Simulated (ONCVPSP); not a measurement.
# Transferability test, ONCV potential for aluminium

* Element: Al (Z = 13)
* Generator: ONCVPSP 4.0.1
* Type: optimised norm-conserving Vanderbilt (ONCV)
* Functional: PW91
* Relativity: scalar-relativistic
* Frozen core: [Ne]
* Valence charge: 3
* Reference configuration: 3s1 (charge +2)
* Partial waves: 3s: rc 1.50 bohr, ncon 4, nbas 7, qcut 3.7 1/bohr, local; p scattering state at 0.34 Ha: rc 1.50 bohr, ncon 4, nbas 8, qcut 6.5 1/bohr, 2 projectors, debl 3.7 Ha
* Local potential: the s channel
* Core correction: Teter function, fcfact 2.5, rcfact 1.45

In the p channel the program set the typed energies aside and used 0.050, 3.750 Ha.

Energies are relative to the spin-unpolarised reference configuration 3s1; without spin polarisation the order of configurations can differ from experiment.

| valence configuration | charge | ΔE all-electron (eV) | error AE − PS (meV) |
| --- | --- | --- | --- |
| 3s2 3p1 | 0 | -25.081 | +19 |
| 3s2 3p0.5 | +0.5 | -22.977 | +8.3 |
| 3s0 3p3 | 0 | -14.612 | +97 |

Q: What are ΔE and the potential's error for 3s2?

A: ΔE = -19.278 eV all-electron; the error (AE − PS) is -5.6 meV.
